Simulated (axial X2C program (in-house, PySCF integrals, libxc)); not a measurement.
# Outer orbitals of InP at 2.437 Å, PBE0

Computed with an in-house relativistic program for diatomic molecules. Spin-free means the one-electron spin-free X2C Hamiltonian; two-component (2c) means X2C with spin–orbit coupling and atomic mean-field two-electron Coulomb and Gaunt terms, so the difference of the two also holds small scalar two-electron terms. Basis: In dyall-cv3z [11s12p9d4f1g], P dyall-v3z [8s7p2d1f] (cores contracted in-house); Gaussian nuclei, density fitting, unrestricted open shells. Masses: In 114.904 u, P 30.974 u.

The distance is close to the 2c PBE0 minimum; the highest filled and lowest empty levels are listed.

Spin-free orbitals, state M_S = 1, Λ = 0 (beyond evenly filled blocks: π+α, π-α) (Löwdin shares):

| symmetry | occupied | ε (eV) | atomic character |
| --- | --- | --- | --- |
| δ+α | yes | -21.20 | 100% In d |
| δ-α | yes | -21.20 | 100% In d |
| δ-β | yes | -21.18 | 100% In d |
| δ+β | yes | -21.18 | 100% In d |
| σα | yes | -21.15 | 97% In d |
| σβ | yes | -21.11 | 98% In d |
| π+α | yes | -21.03 | 100% In d |
| π-α | yes | -21.03 | 100% In d |
| π+β | yes | -20.99 | 100% In d |
| π-β | yes | -20.99 | 100% In d |
| σα | yes | -16.40 | 72% P s, 10% In p, 9% In s |
| σβ | yes | -14.31 | 68% P s, 14% In s, 10% In p |
| σα | yes | -9.62 | 53% In s, 36% P p, 7% P s |
| σβ | yes | -9.16 | 53% In s, 32% P p, 10% P s |
| π+α | yes | -7.26 | 85% P p, 9% In p, 5% In d |
| π-α | yes | -7.26 | 85% P p, 9% In p, 5% In d |
| σα | yes | -5.67 | 41% P p, 30% In p, 25% In s |
| σβ | yes | -5.34 | 43% P p, 33% In p, 20% In s |
| π+β | no | -3.38 | 64% P p, 32% In p, 3% In d |
| π-β | no | -3.38 | 64% P p, 32% In p, 3% In d |
| π-α | no | -1.57 | 86% In p, 8% P p, 4% P d |
| π+α | no | -1.57 | 86% In p, 8% P p, 4% P d |

The lowest two-component determinant found has another configuration (Ω = 2 (⟨Sz⟩ = 1.00, ⟨Lz⟩ = 1.00 at PBE0)), so the levels differ by more than spin–orbit coupling. Its spinors:

```tsv
ω	occupied	ε (eV)	atomic character	λ mixture
1/2	yes	-22.20	99% In d	56% σ, 44% π
3/2	yes	-22.16	100% In d	80% δ, 20% π
-1/2	yes	-22.16	99% In d	58% π, 42% σ
-3/2	yes	-22.15	100% In d	84% δ, 16% π
1/2	yes	-21.40	98% In d	56% π, 44% σ
-1/2	yes	-21.34	99% In d	58% σ, 42% π
5/2	yes	-21.33	100% In d	100% δ
3/2	yes	-21.32	100% In d	80% π, 20% δ
-5/2	yes	-21.32	100% In d	100% δ
-3/2	yes	-21.25	100% In d	84% π, 16% δ
1/2	yes	-16.01	72% P s, 10% In s, 10% In p	100% σ
-1/2	yes	-14.21	69% P s, 15% In s, 9% In p	100% σ
1/2	yes	-10.02	55% In s, 33% P p, 7% P s	100% σ
-1/2	yes	-8.98	60% In s, 23% P p, 10% P s	100% σ
1/2	yes	-6.50	43% P p, 34% In p, 20% In s	100% σ
-1/2	yes	-6.47	81% P p, 14% In p, 4% In d	100% π
3/2	yes	-6.42	82% P p, 12% In p, 4% In d	100% π
1/2	yes	-5.35	71% P p, 24% In p, 4% In d	100% π
-1/2	no	-3.52	47% P p, 36% In p, 14% In s	100% σ
-3/2	no	-3.40	64% P p, 32% In p, 3% In d	100% π
-1/2	no	-1.80	81% In p, 11% P p, 4% In d	100% π
3/2	no	-1.63	82% In p, 10% P p, 4% In d	100% π
```

(1) How does the gap between the highest filled and lowest empty level change from the spin-free to the 2c table?

Mulliken charges and populations of the two-component result (they depend on the basis, above all on diffuse functions):

In 0.36 e (s 9.78 p 18.80 d 20.04 f 0.01), P -0.36 e (s 5.93 p 9.39 d 0.03). ⟨Lz⟩ = 1.00 ħ and ⟨Sz⟩ = 1.00 ħ (0.19 and 0.81 on the two atoms), which add up to Ω.

Density functionals use the spin component along the axis (collinear). The functionals have no current-density term, which raises determinants with orbital currents, atoms included. The state is one determinant with fixed occupations, lowest in a PBE0 search at one distance only: followed along the bond, the 2c determinant Ω = 1 reaches 0.25 eV lower at PBE0, at Re = 2.646 Å, so the state shown is not the lowest. With several unpaired electrons one determinant need not be a pure state. A state of lower Ω lies just above, and one determinant can place such states too high, so the state shown need not be the lowest. The search has Ω = 1 only 0.02 eV up. Open-shell Ω = 0 determinants with evenly filled partner blocks cannot be reached by this program, so the Ω shown need not be the lowest component.

## Answers

(1) From 1.96 to 1.83 eV at PBE0, a change of -0.13 eV.
